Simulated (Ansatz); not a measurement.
Ansatz (an electronic-structure program) input (PBE0/def2-TZVPD):

Ansatz 0.2 input:
```yaml
crystal:
  periodic: [false, false, false]
  atoms:
    - {symbol: C, position_ang: [-0.00000000, -0.00000000, -0.63123353]}
    - {symbol: N, position_ang: [0.00000000, 0.00000000, 0.54105731]}
basis:
  gaussian:
    orbitals: def2-TZVPD
hamiltonian:
  xc: {name: PBE0}
magnetization: {spin_polarized: true, initial_magnetization: 1}
```

End of the output:

```
integrals: 0.01 GiB planned
353 factors; their error is unknown
mean field: 0.16 GiB planned
mean field evaluation 1: about -2517.3805 eV, gradient 2.9e1 eV
mean field evaluation 2: about -2497.8223 eV, gradient 7.0e1 eV
mean field evaluation 4: about -2520.6587 eV, gradient 1.4e0 eV
mean field evaluation 8: about -2520.6784 eV, gradient 3.0e-2 eV
mean field evaluation 16: about -2520.6893 eV, gradient 1.7e-5 eV
mean field -2520.68928818 eV, -92.6336227559 hartree, gradient 1.9e-5 eV, S^2 0.764007; 1 other end points of the search recorded, 0 dependent functions left out
reference -2520.68930797 eV, -92.6336234831 hartree; 7, 6 occupied and 67, 68 virtual orbitals, 353 factors
Total energy: -2520.68930797 eV, -92.6336234831 hartree
```

This state (charge 0, doublet) is run at the relaxed geometry of the species with charge 1 and multiplicity 1.
